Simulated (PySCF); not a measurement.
Diisopropyl telluride, SMILES [Te](C(C)C)C(C)C at its GFN2-xTB optimised geometry (Å):

```
21

C      1.9014    -0.3648    -1.3348
C      1.3493    -0.8263     0.0000
C      1.8553    -2.2103     0.3575
Te    -0.8502    -0.8263     0.0000
C     -0.9855     1.3718     0.0000
C     -1.4008     1.9009    -1.3601
C     -1.9354     1.8472     1.0833
H      1.6032    -1.0464    -2.1293
H      2.9911    -0.3371    -1.3007
H      1.5476     0.6340    -1.5822
H      1.6460    -0.1202     0.7779
H      1.4737    -2.5278     1.3253
H      2.9443    -2.2126     0.3993
H      1.5423    -2.9368    -0.3897
H      0.0252     1.7125     0.2304
H     -0.7234     1.5610    -2.1408
H     -2.4059     1.5652    -1.6081
H     -1.3980     2.9914    -1.3562
H     -1.6237     1.4897     2.0623
H     -2.9443     1.4875     0.8906
H     -1.9626     2.9368     1.1078
```

Computed with PBE0/def2-SVP, def2 effective core potentials past Kr run with PySCF. The core electrons that the potentials of Te replace are not part of the density. Cells within 0.4 Å of a nucleus heavier than hydrogen are left out (blank, or x).

Map of the deformation density (molecule minus spherical neutral atoms) (e/bohr³) on the plane z = 0.6 Å:

```
|11111111111111111111111111111|
|11111111111111111111111111111|
|11111111111111111111111111111|
|11111111111111111111111111111|
|11111110000111111111111111111|
|11111100000001111111111111111|
|11111001221000111111111111111|
|11111001221000001111111111111|
|11110011012001100111111111111|
|11110134256313200111111111111|
|11100044247313200011111111111|
|11110011012001100011111111111|
|11110000000100000000011111111|
|11111100001110000011001111111|
|11111110001110000254100111111|
|11111110001111011398200111111|
|11111111012111111153100111111|
|11111111112211110011000011111|
|11111111112221000022000001111|
|11111111111110000022132001111|
|1111111111110000003xx76100111|
|1111111111111000014x244001111|
|11111111111111100121011001111|
|11111111111111110000000011111|
|11111111111111111000000111111|
|11111111111111111111111111111|
|11111111111111111111111111111|
|11111111111111111111111111111|
|11111111111111111111111111111|
```
Scale: ten equal steps from -0.013 (start of '0') to 0.090 (end of '9'), in the order '0123456789'; x runs from -5.00 to 5.00, y from -5.00 (bottom) to 5.00 (top).
